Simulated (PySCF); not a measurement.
Isomers of C4H7IO, mass 197.954 u with the commonest isotopes. Theory: PySCF, PBE0-D3(BJ)/def2-SVP geometry optimisation, gas phase, def2 core potentials past Kr. One conformer each, none proved a minimum here; rigid rotors.

Question: Order these by rotational constant A, largest first.
A. `[CH3:1][O:2]/[CH:3]=[CH:4]/[CH2:5][I:6]` with C1–O2–C3–C4 1°, C3–C4–C5–I6 107°
B. `[CH3:1][C@H:2]([I:3])[CH2:4][CH:5]=[O:6]` with C1–C2–C4–C5 -69°, C2–C4–C5–O6 -2°
C. `[OH:1][CH2:2]/[CH:3]=[CH:4]\[CH2:5][I:6]` with H–O1–C2–C3 -62°, O1–C2–C3–C4 124°, C3–C4–C5–I6 -100°

Answer: A (7076 MHz), B (5729 MHz), C (4208 MHz).

Question: Order these by dipole moment, largest first.
A. `[OH:1][CH2:2]/[CH:3]=[CH:4]\[CH2:5][I:6]` with H–O1–C2–C3 -62°, O1–C2–C3–C4 124°, C3–C4–C5–I6 -100°
B. `[CH3:1][O:2]/[CH:3]=[CH:4]/[CH2:5][I:6]` with C1–O2–C3–C4 1°, C3–C4–C5–I6 107°
C. `[CH3:1][C@H:2]([I:3])[CH2:4][CH:5]=[O:6]` with C1–C2–C4–C5 -69°, C2–C4–C5–O6 -2°

Answer: B (2.76 D), C (1.67 D), A (1.47 D).

Question: Order these by radius of gyration √(Σ m r²/M), largest first.
A. `[OH:1][CH2:2]/[CH:3]=[CH:4]\[CH2:5][I:6]` with H–O1–C2–C3 -62°, O1–C2–C3–C4 124°, C3–C4–C5–I6 -100°
B. `[CH3:1][O:2]/[CH:3]=[CH:4]/[CH2:5][I:6]` with C1–O2–C3–C4 1°, C3–C4–C5–I6 107°
C. `[CH3:1][C@H:2]([I:3])[CH2:4][CH:5]=[O:6]` with C1–C2–C4–C5 -69°, C2–C4–C5–O6 -2°

Answer: B (2.146 Å), A (1.969 Å), C (1.891 Å).

| SMILES | point group | Ia (u·Å²) | Ib (u·Å²) | Ic (u·Å²) | κ | μa (D) | μb (D) | μc (D) |
| --- | --- | --- | --- | --- | --- | --- | --- | --- |
| C[C@H](I)CC=O | C1 | 88.22 | 636.45 | 691.48 | -0.97 | 0.51 | 0.93 | 1.29 |
| OC/C=C\CI | C1 | 120.10 | 669.46 | 744.86 | -0.96 | 0.02 | 1.42 | 0.38 |
| CO/C=C/CI | C1 | 71.43 | 863.88 | 887.77 | -1.00 | 2.53 | 0.24 | 1.07 |
